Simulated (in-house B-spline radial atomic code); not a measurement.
Values are calculated unless marked as measured or tabulated.
Stopping of slow ions oscillates with Z: H to S at r_s = 2.2

A nucleus sits in a uniform electron gas with a rigid positive background. The Kohn-Sham equations are solved self-consistently in the spin-unpolarised LDA (PW92), non-relativistic, on B-splines with outgoing waves at the boundary and partial waves to l = 8. The model has no lattice, no bands and no magnetic solution. Atomic units; δ_l are the phase shifts at the Fermi level, counted so that each bound state adds π, and good to about 0.0005.

The density parameter is r_s = 2.2 bohr, near that of the valence electrons of Ga (3 per atom, density 5.91 g/cm³, mass 69.72 u, which gives r_s = 2.19). The friction coefficient Q = n k_F σ_tr gives dE/dx = Q v for slow ions. Some elements are left out of the table, so an extreme may lie at one of them.

```tsv
ion	δ0/π	δ1/π	δ2/π	δ3/π	σ_tr (bohr²)	Q (a.u.)
H	0.356	0.035	0.006	0.001	12.09	0.2365
He	0.660	0.085	0.014	0.002	17.28	0.3380
Li	0.882	0.168	0.019	0.002	16.99	0.3323
Be	1.076	0.270	0.018	0.003	22.17	0.4337
B	1.245	0.384	0.016	0.003	30.69	0.6002
C	1.378	0.506	0.015	0.003	35.61	0.6965
N	1.483	0.632	0.017	0.004	32.33	0.6323
O	1.576	0.752	0.024	0.005	23.54	0.4603
F	1.671	0.862	0.037	0.007	14.68	0.2872
Ne	1.779	0.963	0.052	0.008	8.43	0.1648
Mg	2.023	1.166	0.080	0.009	7.94	0.1553
Al	2.141	1.275	0.090	0.010	15.91	0.3113
Si	2.248	1.389	0.099	0.010	27.46	0.5371
P	2.343	1.502	0.111	0.011	37.83	0.7399
S	2.429	1.608	0.129	0.012	43.95	0.8596
```

(1) Where are the largest and smallest frictions, and what do the phase shifts say there?

(2) At equal speed, Lindhard and Scharff's formula, with silicon as an example target, scales as Z^(7/6)/(Z^(2/3) + 14^(2/3))^(3/2). How does its rise from the first ion to the last compare?

Answers

(1) Largest: S, Q = 0.8596; smallest: Mg, Q = 0.1553, a ratio of 5.5. For the largest δ1/π = 1.61; it lies at the edge of the table, which can't show whether it is a peak. For the smallest the differences δ_l − δ_(l+1), measured from the nearest multiple of π, are 0.14π, 0.09π, 0.07π; σ_tr grows with the sines of these.

(2) It rises smoothly by 0.5991/0.0563 = 10.64, while Q changes by 0.860/0.237 = 3.63. The statistical formula averages over shells, so it can't show the oscillation.
